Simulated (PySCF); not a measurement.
TDDFT excited states: H10Si3Sn

SnH(SiH3)3.
SMILES: `[H][Sn]([SiH3])([SiH3])[SiH3]`

Computed, not measured: TDDFT wB97X-D/def2-SVPD, vertical, gas phase, core orbitals frozen in the response, def2 core potentials past Kr in PySCF. Geometry: PBE0-D3(BJ)/def2-SVP; no solvent, vibrations or thermal averaging. Spin–orbit coupling is left out.

Question: List the vertical singlet excitations with oscillator strengths and describe the spectrum.

Answer: 

```csv
state,λ (nm),E (eV),f,|μ| (D),"main configurations (H = HOMO, L = LUMO)"
S1,195.5,6.34,0.0000,0.04,"H-1→L+1 (48%), H→L+2 (41%)"
S2,191.4,6.48,0.042,1.30,"H-1→L+3 (29%), H→L+3 (26%), H-1→L (10%)"
S3,190.9,6.50,0.046,1.37,"H→L+3 (31%), H-1→L+3 (28%), H→L (11%)"
S4,187.2,6.62,0.080,1.78,"H→L (55%), H→L+3 (26%)"
S5,186.8,6.64,0.080,1.79,"H-1→L (52%), H-1→L+3 (28%)"
S6,185.6,6.68,0.022,0.94,"H-1→L+2 (47%), H→L+1 (41%)"
S7,179.7,6.90,0.559,4.62,"H→L+2 (18%), H-1→L+1 (16%), H-1→L (14%)"
S8,179.6,6.90,0.539,4.54,"H-1→L+2 (18%), H→L+1 (16%), H→L+2 (14%)"
S9,175.3,7.07,0.238,2.98,"H→L+4 (50%), H-1→L+5 (12%)"
S10,175.1,7.08,0.247,3.03,"H-1→L+4 (35%), H→L+5 (26%), H→L+4 (8%)"
```

Triplets (Tamm–Dancoff): T1 5.64 eV, H-1→L (47%), H-1→L+1 (10%); T2 5.65 eV, H→L (43%), H→L+1 (12%), H-1→L+2 (10%); T3 5.81 eV, H-1→L+1 (44%), H→L+2 (41%).

The lowest singlet lies at 6.34 eV (196 nm, vacuum ultraviolet) and is dark (f under 0.0005); its leading configuration is HOMO-1→LUMO+1 (48%). The most intense listed level is S7/S8 at 6.90 eV (180 nm, f = 1.098 summed), 0.56 eV above S1. S7/S8 and S9/S10 lie within about 0.01 eV of each other in each set. Löwdin shares by element: HOMO (one of a set within 0.03 eV) silicon 45% or more, tin 31%, hydrogen 5% or more (atoms not listed hold the other 20%); LUMO silicon 46%, tin 19% (atoms not listed hold the other 35%). The listed states span 0.74 eV, and the widest gap between neighbours is 0.22 eV (S6 to S7). Orbital energies (eV): HOMO-3 -11.74, HOMO-2 -10.35, HOMO-1 -9.32, HOMO -9.31, LUMO 1.12, LUMO+1 1.30, LUMO+2 1.32. Of the 10 states listed, 9 reach f = 0.01 and 1 stays under 0.0005. The vertical ionisation energy (ΔSCF) is 10.46 eV, 3.38 eV above S10. Orbitals of the list HOMO-3 to LUMO+2 that lie within 0.01 eV of each other are written together with a slash and their weights summed (≥ marks a lower bound); for degenerate orbitals outside that list single weights are arbitrary. The window holds the lowest 10 singlets.
